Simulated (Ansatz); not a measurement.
Geometry optimisation, RKS r2SCAN/def2-SVP in Ansatz 0.2.0.

Input file:

```yaml
crystal:
  periodic: [false, false, false]
  atoms:
    - { symbol: Ga, position_ang: [0.074191, -0.498655, -0.351107] }
    - { symbol: Cl, position_ang: [-0.132616, 0.210027, 3.005678] }
    - { symbol: H, position_ang: [1.449739, 0.200919, -0.515407] }
    - { symbol: H, position_ang: [-1.338644, -0.029692, -0.793108] }
    - { symbol: "N", position_ang: [0.118005, -2.189769, 0.505545] }
    - { symbol: H, position_ang: [-0.672133, -2.828683, 0.468104] }
    - { symbol: H, position_ang: [0.987759, -2.700615, 0.635991] }
    - { symbol: H, position_ang: [-0.097502, -0.97983, 2.388904] }
basis:
  gaussian: { orbitals: def2-SVP }
hamiltonian:
  xc: r2scan
relax:
  f_tol: 0.03
  max_steps: 50
```

Launched with:

```bash
$ ansatz run input.yaml --threads 2 --pin off --max-ram 3072MiB --backend cpu --events-out ev --progress --plain --runs-dir out
```

**Question.** Where does it end, and by what steps?

**Answer.** It converged. After 12 steps the energy has fallen by 1.837 eV; H8 moved furthest, 1.19 Å. Parted: Cl2–H8 (1.34 → 2.79 Å). Joined: Ga1–Cl2 (3.44 → 2.22 Å), N5–H8 (2.25 → 1.02 Å).

```tsv
step	energy less start (eV)	largest force component (eV/Å)	accepted
0	0.0000	1.097	yes
1	-0.1388	0.290	yes
2	-0.1990	1.065	yes
3	-0.2696	1.420	yes
4	-0.4710	2.187	yes
5	-0.8491	2.186	yes
6	-1.2389	3.026	yes
7	-1.5938	1.411	yes
8	-1.7238	2.070	yes
9	-1.8115	0.496	yes
10	-1.8199	0.333	yes
11	-1.8285	0.299	yes
12	-1.8370	0.019	yes
```

```xyz
8
Properties=species:S:1:pos:R:3
Ga 0.013 -0.093 0.196
Cl -0.209 0.702 2.255
H 1.444 0.121 -0.393
H -1.325 -0.085 -0.612
N 0.108 -2.117 0.859
H -0.674 -2.694 0.543
H 0.975 -2.601 0.617
H 0.056 -2.049 1.880
```

The run took 42 s on 2 threads of Arm Neoverse V1 (shared host), peak memory 0.15 GiB.
